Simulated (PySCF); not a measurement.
## Electron correlation in Yb³⁺ (ytterbium, charge +3)

[Xe] 4f13, 2F determinant. Computed with PySCF 2.14 in cc-pwCVTZ-X2C (12s11p9d7f4g1h, 186 functions), with scalar relativity by spin-free X2C-1e. Frozen: [Kr] 4d10; 21 electrons correlated.

MP2 pair energies summed by pair of shells (mhartree):

```json
{"pair": "4f-4f", "energy": "-672.70", "share (%)": "53.9"}
{"pair": "4f-5p", "energy": "-317.13", "share (%)": "25.4"}
{"pair": "5p-5p", "energy": "-137.30", "share (%)": "11.0"}
{"pair": "4f-5s", "energy": "-75.64", "share (%)": "6.1"}
{"pair": "5s-5p", "energy": "-38.19", "share (%)": "3.1"}
{"pair": "5s-5s", "energy": "-7.21", "share (%)": "0.6"}
```

Total MP2 correlation energy: -1248.2 mhartree.

Same-spin part -472.94 and opposite-spin part -775.23 mhartree; SCS-MP2 scales them by 1/3 and 6/5 to -1087.9 mhartree.
